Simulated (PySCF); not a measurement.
Several species in one continuum solvent.

Computed with PySCF at wB97X-D/def2-SVPD, non-relativistic, each on one gas-phase PBE0-D3(BJ)/def2-SVP geometry that isn't relaxed in the solvent. The solvent is an IEF-PCM continuum (Bondi radii, 1.10 Å for H, scaled by 1.2). The model holds no explicit solvent molecules, cavitation or dispersion.

Problem. Order them by E(solvent) − E(gas) in chloroform (ε = 4.711), most negative first (kJ/mol).
A. `[F:1][C@@H:2]1[CH:3]=[CH:4][O:5][C@@H:6]1[O:7][C:8]([F:9])([F:10])[F:11]` with O5–C6–O7–C8 87°
B. `[O:1]=[C:2]1[C@@H:3]([CH2:4][F:5])[O:6][C@@H:7]1[C:8]([F:9])([F:10])[F:11]` with C2–C3–C4–F5 41°
C. `[F:1]/[CH:2]=[CH:3]/[O:4]/[CH:5]=[C:6](\[F:7])[O:8][CH:9]([F:10])[F:11]` with C2–C3–O4–C5 177°, C3–O4–C5–C6 -176°, C5–C6–O8–C9 -114°, C6–O8–C9–F10 -167°
D. `[O:1]=[C:2]([C@@H:3]1[O:4][CH2:5][C@H:6]1[F:7])[C:8]([F:9])([F:10])[F:11]` with O1–C2–C3–O4 -159°
E. `[CH2:1]=[C:2]([O:3][CH:4]([F:5])[F:6])[C:7](=[O:8])[CH:9]([F:10])[F:11]` with C1–C2–O3–C4 -27°, C2–O3–C4–F5 -165°, C1–C2–C7–O8 -10°, C2–C7–C9–F10 177°
F. `[O:1]=[C:2]([C@@H:3]1[O:4][CH2:5][C@@H:6]1[F:7])[C:8]([F:9])([F:10])[F:11]` with O1–C2–C3–O4 -167°

Solution. B (-24.0), E (-23.0), F (-21.8), D (-20.6), C (-19.4), A (-18.3).

| SMILES | charge | ΔE (kJ/mol) | polarisation term (kJ/mol) | HOMO shift (eV) | dipole gas (D) | dipole solvent (D) | atoms | lowest singlet, gas (eV) | lowest singlet, solvent (eV) |
| --- | --- | --- | --- | --- | --- | --- | --- | --- | --- |
| O=C1[C@@H](CF)O[C@@H]1C(F)(F)F | 0 | -24.0 | -26.8 | +0.11 | 2.74 | 3.24 | 15 | 4.38 | 4.41 |
| C=C(OC(F)F)C(=O)C(F)F | 0 | -23.0 | -26.0 | +0.26 | 2.60 | 3.18 | 15 | 3.82 | 3.93 |
| O=C([C@@H]1OC[C@@H]1F)C(F)(F)F | 0 | -21.8 | -24.5 | +0.13 | 3.78 | 4.48 | 15 | 4.09 | 4.12 |
| O=C([C@@H]1OC[C@H]1F)C(F)(F)F | 0 | -20.6 | -22.5 | +0.17 | 2.49 | 2.95 | 15 | 4.06 | 4.11 |
| F/C=C/O/C=C(\F)OC(F)F | 0 | -19.4 | -21.4 | +0.15 | 0.46 | 0.51 | 15 | 6.13 | 6.18 |
| F[C@@H]1C=CO[C@@H]1OC(F)(F)F | 0 | -18.3 | -20.5 | +0.20 | 3.29 | 3.87 | 15 | 6.29 | 6.23 |

Over the 6 neutral species the correlation coefficient of ΔE with the squared gas-phase dipole is -0.15. The polarisation term is half the interaction of the solute with the induced surface charges. Singlets are vertical TDDFT energies (frozen core, non-equilibrium response), the lowest in each medium.

The pairwise dispersion term of wB97X-D wasn't added to the energies; at a given geometry it leaves orbitals and properties as they are.
